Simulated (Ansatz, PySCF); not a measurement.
Torsion H4–O1–Se2–Br3 in BrHOSe (SMILES O[Se]Br); at each angle all else is relaxed with GFN2-xTB, and the levels are single points there.
Geometry at 270° (charge 0, multiplicity 1):
```xyz
4

O     -1.081     0.134     0.363
Se     0.333     1.050    -0.220
Br     1.996     0.049     0.998
H     -1.253    -0.651    -0.169
```

On the grid 0° to 330°, 180° is the highest and 270° the lowest point at wB97M-V/def2-TZVPP.

Cores are frozen in the correlated methods. Filled d and f shells under p-block atoms count as core. CBS(a, b) extrapolates the correlation energy as X⁻³ and adds the Hartree–Fock energy of set b.

The values were computed with Ansatz (a quantum-chemistry and plane-wave program) with Gaussian orbitals; PySCF for the dispersion terms. Values without a source in brackets are computed.

PBE/def2-TZVPP gives 375.3 meV for the energy at 180° less that at 270°.

Q: How do the other levels lie against it? Give each less PBE: PBE-D3(BJ)/def2-TZVPP, r2SCAN/def2-TZVPP, PBE0/def2-TZVPP, wB97M-V/def2-TZVPP, MP2/CBS(cc-pVTZ, cc-pVQZ), CCSD(T)/cc-pVTZ.

A: PBE-D3(BJ)/def2-TZVPP 1.3; r2SCAN/def2-TZVPP -12.3; PBE0/def2-TZVPP -24.0; wB97M-V/def2-TZVPP -35.7; MP2/CBS(cc-pVTZ, cc-pVQZ) -46.9; CCSD(T)/cc-pVTZ -25.7 meV. 1 of 6 lie above PBE; the widest gap is to MP2/CBS(cc-pVTZ, cc-pVQZ).
